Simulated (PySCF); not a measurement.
Correlation energy of Nb²⁺ (niobium, charge +2)

[Kr] 4d3, high-spin 4F determinant. Calculation: PySCF 2.14, in def2-QZVPPD with the def2 core potential (28 electrons) (7s5p4d3f2g, 81 functions); a scalar-relativistic core potential. Frozen: 4s2 4p6; 3 electrons correlated.

```json
{"level": "CCSD", "correlation energy (mhartree)": "-19.32"}
{"level": "(T)", "correlation energy (mhartree)": "-0.11"}
{"level": "CCSD(T)", "correlation energy (mhartree)": "-19.43"}
```

Diagnostics: T1 = 0.00079, D1 = 0.0011, largest double amplitude 0.018.

Q: Is a single reference adequate?

A: Yes, within this model without spin-orbit coupling: T1 lies below 0.03 and no double amplitude reaches 0.07.
